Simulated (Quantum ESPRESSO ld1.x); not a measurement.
Values are calculated unless marked as measured or tabulated.
Q: The mean radii <r> (bohr) of the occupied orbitals of an atom or ion are listed with their occupations. Level of theory: non-relativistic Kohn-Sham, LDA (Slater exchange, Perdew-Zunger correlation), spin-polarised, spherical densities, point nucleus (ld1.x of Quantum ESPRESSO 7.5).

| orbital | occ. | <r> |
|---|---|---|
| 1s | 2 | 0.04251 |
| 2s | 2 | 0.1867 |
| 2p | 6 | 0.1608 |
| 3s | 2 | 0.4810 |
| 3p | 6 | 0.4683 |

Name the element and its charge. Open shells, if any, are filled with parallel spins first.

A: Z = 36, krypton, charge +18: Kr18+ in [Ar]. The 1s radius gives Z: for a bare nucleus <r> = 1.5/Z, 0.04167 bohr for Z = 36, and screening makes it slightly larger (0.04251 here). The occupations add up to 18, and the charge is Z minus that.
